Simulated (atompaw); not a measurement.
# Varying the PAW (atompaw) potential for iron

Base potential:

Fe, PAW, made with atompaw 4.2.0.5 (PBEsol, scalar-relativistic). Core [Ne], reference 3s2 3p6 3d6 4s1 4p1. Waves: 3s (bound): rc 1.15 bohr; 4s (bound): rc 1.45 bohr; 3p (bound): rc 1.35 bohr; 4p (bound): rc 1.35 bohr; 3d (bound): rc 1.45 bohr; 3d channel at 0.35 Ry: rc 1.45 bohr. Local part: troulliermartins scheme with l = 3 at 0 Ry, radius 1.30 bohr. Core correction: smooth core density matched at 0.85 bohr. Augmentation charge: besselshape compensation charge, radius 1.15 bohr; PAW radius 1.45 bohr; waves and projectors: custom polynom vanderbiltortho.

Cutoffs, loose and tight: the cutoffs (Ry, on a coarse ladder) from which the occupation-weighted sum of valence levels, in a spherical-Bessel basis at the reference potential, stays within 10 and 1 mRy of its value at 400 Ry. They see the waves, projectors and local potential, not the compensation charge or the core. A dash means not determined.

A true bound ghost makes a file unfit for plane-wave use even where its test errors are small: the radial tests pick states by their node count and pass the ghost by.

```csv
change,outcome,"cutoff, loose","cutoff, tight",bound ghosts
base,generated,70 Ry,120 Ry,none
"all radii scaled by about 0.80 (s 0.92, p 1.08, d 1.16 bohr); local potential troulliermartins scheme with l = 3 at 0 Ry, radius 1.04 bohr; augmentation besselshape compensation charge, radius 0.92 bohr; PAW radius 1.16 bohr; waves and projectors: custom polynom vanderbiltortho; core correction smooth core density matched at 0.68 bohr",generated,110 Ry,180 Ry,s
"all radii scaled by about 0.90 (s 1.04, p 1.22, d 1.30 bohr); local potential troulliermartins scheme with l = 3 at 0 Ry, radius 1.16 bohr; augmentation besselshape compensation charge, radius 1.04 bohr; PAW radius 1.30 bohr; waves and projectors: custom polynom vanderbiltortho; core correction smooth core density matched at 0.76 bohr",generated,90 Ry,140 Ry,none
"all radii scaled by about 1.10 (s 1.26, p 1.48, d 1.60 bohr); local potential troulliermartins scheme with l = 3 at 0 Ry, radius 1.42 bohr; augmentation besselshape compensation charge, radius 1.26 bohr; PAW radius 1.60 bohr; waves and projectors: custom polynom vanderbiltortho; core correction smooth core density matched at 0.94 bohr",generated,60 Ry,100 Ry,none
"all radii scaled by about 1.16 (s 1.34, p 1.58, d 1.68 bohr); local potential troulliermartins scheme with l = 3 at 0 Ry, radius 1.52 bohr; augmentation besselshape compensation charge, radius 1.34 bohr; PAW radius 1.68 bohr; waves and projectors: custom polynom vanderbiltortho; core correction smooth core density matched at 0.98 bohr",generated,50 Ry,90 Ry,none
"all radii scaled by about 1.22 (s 1.40, p 1.64, d 1.76 bohr); local potential troulliermartins scheme with l = 3 at 0 Ry, radius 1.58 bohr; augmentation besselshape compensation charge, radius 1.40 bohr; PAW radius 1.76 bohr; waves and projectors: custom polynom vanderbiltortho; core correction smooth core density matched at 1.04 bohr",generated,50 Ry,80 Ry,none
"all radii scaled by about 1.30 (s 1.50, p 1.76, d 1.88 bohr); local potential troulliermartins scheme with l = 3 at 0 Ry, radius 1.70 bohr; augmentation besselshape compensation charge, radius 1.50 bohr; PAW radius 1.88 bohr; waves and projectors: custom polynom vanderbiltortho; core correction smooth core density matched at 1.10 bohr",generated,40 Ry,70 Ry,none
```

**Question.** What comes out with this change to the base: all radii scaled by about 0.95 (s 1.10, p 1.28, d 1.38 bohr); local potential troulliermartins scheme with l = 3 at 0 Ry, radius 1.24 bohr; augmentation besselshape compensation charge, radius 1.10 bohr; PAW radius 1.38 bohr; waves and projectors: custom polynom vanderbiltortho; core correction smooth core density matched at 0.80 bohr?

**Answer.** outcome: generated; cutoff, loose: 80 Ry; cutoff, tight: 140 Ry; bound ghosts: none.

**Question.** What comes out with this change to the base: all radii scaled by about 0.74 (s 0.84, p 1.00, d 1.08 bohr); local potential troulliermartins scheme with l = 3 at 0 Ry, radius 0.96 bohr; augmentation besselshape compensation charge, radius 0.84 bohr; PAW radius 1.08 bohr; waves and projectors: custom polynom vanderbiltortho; core correction smooth core density matched at 0.62 bohr?

**Answer.** outcome: generated; cutoff, loose: 140 Ry; cutoff, tight: 200 Ry; bound ghosts: none.

Reading the sweep of the scale of all radii (base = 1) (base included, trends over the rows without a ghost): The loose cutoff falls from 140 Ry at 0.74 to 40 Ry at 1.3. A larger radius leaves more room for a smooth pseudo-wave, so fewer plane waves are needed; a smaller one forces it to follow the all-electron wave where it bends sharply. Bound ghosts are found at 0.8.
